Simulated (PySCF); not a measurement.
Te(I)(Me) (CH₃ITe), SMILES C[Te]I. The structure is a stationary point at B3LYP-D3(BJ)/def2-SVP. The def2 effective core potentials stand for the cores of I, Te; spin–orbit coupling is left out.

Computed equilibrium geometry at B3LYP-D3(BJ)/def2-SVP (PySCF confirms it by a frequency run) as bond lengths and angles, and its point group:
point group Cs.
Atoms: Te1 I2 C3 H4 H5 H6. Bond lengths (Å): Te1–I2 2.750, Te1–C3 2.175, C3–H4 1.100, C3–H5 1.096, C3–H6 1.096. Angles (°): I2–Te1–C3 95.4, Te1–C3–H4 106.1, Te1–C3–H5 109.4, Te1–C3–H6 109.4, H4–C3–H5 110.3, H4–C3–H6 110.3, H5–C3–H6 111.4.
